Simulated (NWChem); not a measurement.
System: diethyl sulfide (C4H10S); SMILES CCSCC

Parts of the log:

```
             Northwest Computational Chemistry Package (NWChem) 7.3.0
             --------------------------------------------------------

 C1  symmetry detected

                             Geometry "geometry" -> ""
                             -------------------------

 Output coordinates in angstroms (scale by  1.889725989 to convert to a.u.)

  No.       Tag          Charge          X              Y              Z
 ---- ---------------- ---------- -------------- -------------- --------------
    1 C                    6.0000    -0.31971483     2.54404118    -0.11250961
    2 C                    6.0000    -0.58799340     1.10273891     0.28132041
    3 S                   16.0000     0.83467484     0.06670404    -0.17231164
    4 C                    6.0000     0.30635414    -1.54673968     0.46933046
    5 C                    6.0000    -0.79209900    -2.22802910    -0.32732965
    6 H                    1.0000     0.57325565     2.93598726     0.39787700
    7 H                    1.0000    -1.17456697     3.18347334     0.15575091
    8 H                    1.0000    -0.15548417     2.63543337    -1.19715886
    9 H                    1.0000    -0.75258623     1.02078662     1.36899559
   10 H                    1.0000    -1.49465280     0.73129134    -0.22282541
   11 H                    1.0000     0.02086604    -1.42696049     1.52811920
   12 H                    1.0000     1.22490895    -2.15473397     0.46120186
   13 H                    1.0000    -0.49173372    -2.35614578    -1.37784885
   14 H                    1.0000    -1.72651492    -1.64633446    -0.31403927
   15 H                    1.0000    -1.01757075    -3.22212980     0.09204443

 Effective nuclear repulsion energy (a.u.)     235.5469866656

                                 NWChem DFT Module
                                 -----------------

 Summary of "ao basis" -> "ao basis" (spherical)
 ------------------------------------------------------------------------------
       Tag                 Description            Shells   Functions and Types
 ---------------- ------------------------------  ------  ---------------------
 C                           3-21g                   5        9   3s2p
 S                           3-21g                   7       13   4s3p
 H                           3-21g                   2        2   2s

            General Information
            -------------------
          SCF calculation type: DFT
          Wavefunction type:  closed shell.
          No. of atoms     :    15
          No. of electrons :    50
           Alpha electrons :    25
            Beta electrons :    25
          Charge           :     0
          Spin multiplicity:     1
          Use of symmetry is: off; symmetry adaption is: off
          Maximum number of iterations: 150
          AO basis - number of functions:    69
                     number of shells:    47
          Convergence on energy requested:  1.00D-06
          Convergence on density requested:  1.00D-05
          Convergence on gradient requested:  5.00D-04

              XC Information
              --------------
                         B3LYP Method XC Potential
                     Hartree-Fock (Exact) Exchange  0.200
                        Slater Exchange Functional  0.800 local
                    Becke 1988 Exchange Functional  0.720 non-local
              Lee-Yang-Parr Correlation Functional  0.810
                  VWN I RPA Correlation Functional  0.190 local

             Grid Information
             ----------------
          Grid used for XC integration:  medium
          Radial quadrature: Mura-Knowles
          Angular quadrature: Lebedev.
          Tag              B.-S. Rad. Rad. Pts. Rad. Cut. Ang. Pts.
          ---              ---------- --------- --------- ---------
          C                   0.70       49          13.0       434
          S                   1.00       88          10.0       590
          H                   0.35       45          13.0       434
          Grid pruning is: on
          Number of quadrature shells:   734
          Spatial weights used:  Erf1

      Superposition of Atomic Density Guess
      -------------------------------------

 Sum of atomic energies:        -550.35298105

      Non-variational initial energy
      ------------------------------

 Total energy =    -553.432355
 1-e energy   =   -1221.370570
 2-e energy   =     432.391228
 HOMO         =      -0.253111
 LUMO         =       0.095929

     ---------------------------------------------
      Total Density - Mulliken Population Analysis
     ---------------------------------------------

    Atom       Charge   Shell Charges
 -----------   ------   -------------------------------------------------------
    1 C    6     6.72   1.99  0.40  1.58  1.13  1.62
    2 C    6     6.55   1.99  0.38  1.44  1.16  1.59
    3 S   16    15.90   2.00  1.96  5.89  1.02  2.43  0.80  1.80
    4 C    6     6.56   1.99  0.38  1.44  1.16  1.60
    5 C    6     6.73   1.99  0.40  1.58  1.14  1.62
    6 H    1     0.76   0.42  0.34
    7 H    1     0.75   0.42  0.33
    8 H    1     0.76   0.42  0.34
    9 H    1     0.76   0.42  0.34
   10 H    1     0.75   0.42  0.33
   11 H    1     0.75   0.42  0.34
   12 H    1     0.75   0.42  0.33
   13 H    1     0.76   0.42  0.34
   14 H    1     0.75   0.42  0.34
   15 H    1     0.75   0.41  0.33

   convergence    iter        energy       DeltaE   RMS-Dens  Diis-err
 ---------------- ----- ----------------- --------- --------- ---------
 d= 0,ls=0.0,diis     1   -553.7640397059 -7.89D+02  1.31D-02  5.45D-01
 d= 0,ls=0.0,diis     2   -553.7967259583 -3.27D-02  8.25D-03  1.97D-01
 d= 0,ls=0.0,diis     3   -553.8141574044 -1.74D-02  2.92D-03  6.21D-02
 d= 0,ls=0.0,diis     4   -553.8224128243 -8.26D-03  2.96D-04  2.44D-04
 d= 0,ls=0.0,diis     5   -553.8224437286 -3.09D-05  8.85D-05  2.49D-05
  Resetting Diis
 d= 0,ls=0.0,diis     6   -553.8224472657 -3.54D-06  1.88D-05  1.06D-06
 d= 0,ls=0.0,diis     7   -553.8224474112 -1.45D-07  9.34D-06  1.09D-07

         Total DFT energy =     -553.822447411219
      One electron energy =    -1225.909968046397
           Coulomb energy =      487.583204025589
    Exchange-Corr. energy =      -51.042670055998
 Nuclear repulsion energy =      235.546986665587

 Numeric. integr. density =       50.000015652716

                       DFT Final Molecular Orbital Analysis
                       ------------------------------------

 Vector   23  Occ=2.000000D+00  E=-3.316087D-01
              MO Center= -9.6D-02, -2.8D-01,  9.6D-02, r^2= 5.5D+00
   Bfn.  Coefficient  Atom+Function         Bfn.  Coefficient  Atom+Function
  ----- ------------  ---------------      ----- ------------  ---------------
    26      0.293244   3 S  py               39     -0.231337   4 C  py
    35     -0.228771   4 C  py               63      0.173494  12 H  s
    44      0.157458   5 C  py               53      0.157761   7 H  s
    62      0.153363  12 H  s                 4      0.147911   1 C  py
    48      0.147526   5 C  py               13     -0.146227   2 C  py

 Vector   24  Occ=2.000000D+00  E=-2.955084D-01
              MO Center=  5.8D-01, -4.2D-02, -7.7D-02, r^2= 3.1D+00
   Bfn.  Coefficient  Atom+Function         Bfn.  Coefficient  Atom+Function
  ----- ------------  ---------------      ----- ------------  ---------------
    28      0.396702   3 S  s                25      0.362658   3 S  px
    29      0.242817   3 S  px               27     -0.200366   3 S  pz
    12     -0.182282   2 C  px               16     -0.179933   2 C  px
    21     -0.174965   3 S  px               15     -0.144485   2 C  s
    61      0.140396  11 H  s                31     -0.137435   3 S  pz

 Vector   25  Occ=2.000000D+00  E=-2.149875D-01
              MO Center=  6.6D-01,  6.4D-03, -1.0D-01, r^2= 2.2D+00
   Bfn.  Coefficient  Atom+Function         Bfn.  Coefficient  Atom+Function
  ----- ------------  ---------------      ----- ------------  ---------------
    27      0.482593   3 S  pz               31      0.482955   3 S  pz
    29      0.236613   3 S  px               25      0.232403   3 S  px
    23     -0.229078   3 S  pz               46      0.185014   5 C  s
    59      0.153624  10 H  s                57     -0.149415   9 H  s
    61     -0.127402  11 H  s                30      0.120166   3 S  py

 Vector   26  Occ=0.000000D+00  E= 6.356431D-02
              MO Center=  4.6D-01,  1.7D-01, -4.0D-02, r^2= 4.1D+00
   Bfn.  Coefficient  Atom+Function         Bfn.  Coefficient  Atom+Function
  ----- ------------  ---------------      ----- ------------  ---------------
    30     -0.971684   3 S  py               37     -0.948326   4 C  s
    15      0.905818   2 C  s                 6      0.593223   1 C  s
    39     -0.388189   4 C  py               17     -0.375217   2 C  py
    29      0.366189   3 S  px               16      0.353416   2 C  px
    26     -0.320899   3 S  py               61      0.274053  11 H  s

 Vector   27  Occ=0.000000D+00  E= 9.891844D-02
              MO Center= -4.7D-02, -8.2D-02,  9.0D-03, r^2= 4.5D+00
   Bfn.  Coefficient  Atom+Function         Bfn.  Coefficient  Atom+Function
  ----- ------------  ---------------      ----- ------------  ---------------
    15      1.200270   2 C  s                28     -1.067911   3 S  s
    37      0.959945   4 C  s                29      0.803029   3 S  px
    39      0.547623   4 C  py               46      0.546749   5 C  s
    67     -0.466209  14 H  s                59     -0.432370  10 H  s
    31     -0.428629   3 S  pz               17     -0.404827   2 C  py

 Vector   28  Occ=0.000000D+00  E= 1.084752D-01
              MO Center= -6.9D-01, -4.7D-01,  3.6D-01, r^2= 6.1D+00
   Bfn.  Coefficient  Atom+Function         Bfn.  Coefficient  Atom+Function
  ----- ------------  ---------------      ----- ------------  ---------------
    46      0.948579   5 C  s                61     -0.767726  11 H  s
    15      0.704753   2 C  s                59     -0.701331  10 H  s
    67     -0.621526  14 H  s                69     -0.582897  15 H  s
    16     -0.574018   2 C  px               37      0.563515   4 C  s
    57     -0.543773   9 H  s                40      0.501800   4 C  pz

     ---------------------------------------------
      Total Density - Mulliken Population Analysis
     ---------------------------------------------

    Atom       Charge   Shell Charges
 -----------   ------   -------------------------------------------------------
    1 C    6     6.55   1.99  0.37  1.68  1.10  1.41
    2 C    6     6.66   1.99  0.36  1.64  1.18  1.50
    3 S   16    15.66   2.00  1.96  5.87  1.06  2.48  0.80  1.49
    4 C    6     6.68   1.99  0.36  1.64  1.18  1.51
    5 C    6     6.55   1.99  0.37  1.68  1.10  1.41
    6 H    1     0.79   0.47  0.33
    7 H    1     0.80   0.47  0.34
    8 H    1     0.79   0.47  0.33
    9 H    1     0.78   0.47  0.32
   10 H    1     0.78   0.47  0.31
   11 H    1     0.78   0.47  0.31
   12 H    1     0.77   0.47  0.30
   13 H    1     0.79   0.47  0.33
   14 H    1     0.81   0.47  0.34
   15 H    1     0.81   0.47  0.34

     -------------------------------------------
      Total Density - Lowdin Population Analysis
     -------------------------------------------

    Atom       Charge   Shell Charges
 -----------   ------   -------------------------------------------------------
    1 C    6     6.26   1.97  0.42  1.58  0.58  1.71
    2 C    6     6.28   1.97  0.43  1.56  0.60  1.72
    3 S   16    15.87   2.00  1.95  5.81  0.93  2.42  0.78  1.97
    4 C    6     6.29   1.97  0.43  1.56  0.60  1.72
    5 C    6     6.27   1.97  0.42  1.58  0.58  1.71
    6 H    1     0.90   0.47  0.43
    7 H    1     0.90   0.47  0.44
    8 H    1     0.90   0.47  0.43
    9 H    1     0.91   0.47  0.43
   10 H    1     0.91   0.47  0.43
   11 H    1     0.90   0.47  0.43
   12 H    1     0.89   0.47  0.42
   13 H    1     0.90   0.47  0.43
   14 H    1     0.91   0.47  0.44
   15 H    1     0.91   0.47  0.44

     Multipole analysis of the density
     ---------------------------------

     L   x y z        total         alpha         beta         nuclear
     -   - - -        -----         -----         ----         -------
     0   0 0 0     -0.000000    -25.000000    -25.000000     50.000000

     1   1 0 0     -0.621887     -0.310943     -0.310943     -0.000000
     1   0 1 0     -0.156653     -0.078327     -0.078327     -0.000000
     1   0 0 1      0.314305      0.157152      0.157152      0.000000

     2   2 0 0    -31.447367    -66.529215    -66.529215    101.611063
     2   1 1 0     -1.043986     -0.788910     -0.788910      0.533835
     2   1 0 1      0.150800     -0.991333     -0.991333      2.133465
     2   0 2 0    -27.548585   -268.996915   -268.996915    510.445244
     2   0 1 1     -0.260502     -0.159254     -0.159254      0.058007
     2   0 0 2    -30.826006    -35.202632    -35.202632     39.579258
```

Level: B3LYP/3-21G. Geometry: optimised at PBE0/def2-SVP. B3LYP is NWChem's, with the RPA form of VWN correlation.

Question: Write an input that gives this output.

Answer: This is not unique; one that fits is the input that was run:
```
start job
memory heap 200 mb stack 900 mb global 1100 mb
geometry units angstroms noautoz
  C     -0.299743     2.549878    -0.090372
  C     -0.597962     1.107196     0.275909
  S      0.849844     0.069593    -0.085163
  C      0.274792    -1.545850     0.509553
  C     -0.768216    -2.219548    -0.364339
  H      0.557150     2.936416     0.482197
  H     -1.169362     3.190276     0.122378
  H     -0.061383     2.646802    -1.160689
  H     -0.836867     1.019696     1.349274
  H     -1.468888     0.741161    -0.291254
  H     -0.082242    -1.431114     1.546976
  H      1.190226    -2.156435     0.560862
  H     -0.396927    -2.342710    -1.392541
  H     -1.699893    -1.635245    -0.411735
  H     -1.024362    -3.215302     0.032916
end
basis spherical
  * library 3-21g
end
dft
  xc b3lyp
  iterations 150
  mulliken
end
task dft energy
```
